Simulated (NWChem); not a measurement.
Species: C$_{3}$H$_{5}$Cl; SMILES C=C(C)Cl

All runs: NWChem. The geometry was optimised at PBE0/def2-SVP. Ions are spin-unrestricted doublets at the neutral geometry; other ion states weren't tried.

Question: Estimate the computed values for PBE/def2-SVP. Quantities: vertical ionisation energy, ΔSCF (eV); −ε(HOMO) (eV).

Answer: 
- vertical ionisation energy, ΔSCF (eV) = 9.30
- −ε(HOMO) (eV) = 5.95
